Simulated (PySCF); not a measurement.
# V: ionisation energy

V [Ar] 3d3 4s2 (4F) → V⁺ [Ar] 3d4 (5D), as a difference of total energies. Computed with PySCF 2.14 in cc-pVDZ (6s5p3d1f, 43 functions), with no relativity, point nucleus. Correlated levels: valence: [Ar] frozen. The calculations carry no spin-orbit coupling.

```csv
method,ionisation energy (eV),difference from reference (eV)
UHF,5.901,-0.831
TPSS,6.046,-0.686
MP2 (valence),6.210,-0.522
SCS-MP2 (valence),6.677,-0.055
```

Reference: 6.732 eV (measured; NIST levels, between the centres of gravity of the two terms).

These non-relativistic numbers lack the scalar-relativistic shift.

Errors of the correlated levels include the incompleteness of this basis and the frozen core.
